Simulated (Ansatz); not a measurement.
`[BH2][GaH][OH]` + `C=C(S)Cl` → `BSC(=C)Cl` + `[OH][GaH2]`  (cleavage of the B–Ga bond)

Computed with Ansatz on PBE0-D4/def2-TZVP structures; ΔE is electronic, products minus reactants. CCSD(T)/CBS adds triple-zeta CCSD(T) − MP2 to the extrapolated MP2 energy (def2 sets, frozen cores). Functionals use def2-TZVPP. For Ga outer-core shells are correlated without core-valence functions, which leaves a few kJ/mol of doubt a bond. Scalar relativity is left out up to krypton. Each species was taken in one conformer, which may not be the lowest.

Is it downhill or uphill in electronic energy at CCSD(T)/CBS, and by how much? (Best estimate.)

Computed: Downhill: ΔE = -114.6 kJ/mol.

What do these levels give: r2SCAN, r2SCAN0, CAM-B3LYP, HF/def2-TZVPP, SCS-MP2/def2-TZVPP, CCSD(T)/def2-TZVPP? (An estimate is asked.)

Computed: r2SCAN -124.1, r2SCAN0 -122.5, CAM-B3LYP -117.0, HF/def2-TZVPP -106.2, SCS-MP2/def2-TZVPP -118.7, CCSD(T)/def2-TZVPP -117.3 kJ/mol.

What do rigid-rotor, harmonic-oscillator terms from PBE0-D4/def2-TZVP frequencies (298.15 K, 1 bar) make of the CCSD(T)/CBS value? (Estimate.)

Ansatz gave: ΔZPE = +1.6 kJ/mol, ΔH = -114.5 kJ/mol, ΔS = -10 J/(mol·K), ΔG = -111.6 kJ/mol. Modes under 50 cm⁻¹ make the entropy rough.

Largest T1 diagnostic among the species: 0.015.

The D4 term adds −3.9 kJ/mol with B3LYP and −2.1 kJ/mol with PBE0; it sums over pairs of atoms, weighted by their polarisabilities, and B3LYP, whose exchange is more repulsive, gets the larger term. At CCSD(T), def2-SVP lies −13.8 kJ/mol from the extrapolated value and def2-TZVPP −2.6 kJ/mol. Leaving LDA and LC-ωPBE aside and taking each functional with its dispersion term where it has one, the values, not all of them listed here, spread over 13.2 kJ/mol, from B97M-V to ωB97X-V. LDA lies −13.8 kJ/mol from PBE without D4.

B3LYP here is the variant with VWN-RPA as its local correlation; programs differ in this.
